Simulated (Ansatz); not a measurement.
Sn₅. Charge 0, multiplicity 3. Geometry PBE-D4/def2-SVPD, that of the charge -1 doublet; atoms count from 1.

```xyz
5

Sn    0.1237    0.3102   -1.6718
Sn    2.3605    0.1354    0.1229
Sn   -0.1762    1.4286    1.1956
Sn    0.0407   -1.7600    0.6226
Sn   -2.3488   -0.1143   -0.2693
```

In the def2 sets Sn takes a core potential; there is no spin–orbit coupling. The structure comes from a short search, and lower isomers may exist.

(1) Estimate the Mulliken populations from the PBE0/def2-TZVPD orbitals of Ansatz.

(2) Where does the spin sit?

(3) And the Mayer bond orders between bonded heavy atoms (over 0.3)?

Results:

(1) 
```csv
atom,charge (e),spin (α − β)
Sn1,-0.04,0.16
Sn2,0.00,0.36
Sn3,0.02,0.56
Sn4,0.02,0.55
Sn5,0.00,0.36
```
Mulliken values and Mayer orders depend strongly on the basis. With diffuse functions, as here, like atoms can get unlike values, and bond orders can come out too low or too high.

(2) Summed by element: Sn 2.00, of 2 unpaired in all. Largest on single atoms: Sn3 0.56, Sn4 0.55, Sn2 0.36.

(3) Sn1–Sn2 0.79 (2.87 Å); Sn1–Sn3 0.59 (3.09 Å); Sn1–Sn4 0.60 (3.09 Å); Sn1–Sn5 0.79 (2.87 Å); Sn2–Sn3 0.66 (3.04 Å); Sn2–Sn4 0.66 (3.04 Å); Sn3–Sn4 0.47 (3.25 Å); Sn3–Sn5 0.66 (3.04 Å); Sn4–Sn5 0.66 (3.04 Å). Values over 0.3 also appear between atoms too far apart for a bond (Sn2–Sn5 0.42 at 4.73 Å); they arise where an orbital or an unpaired electron spreads over both atoms.
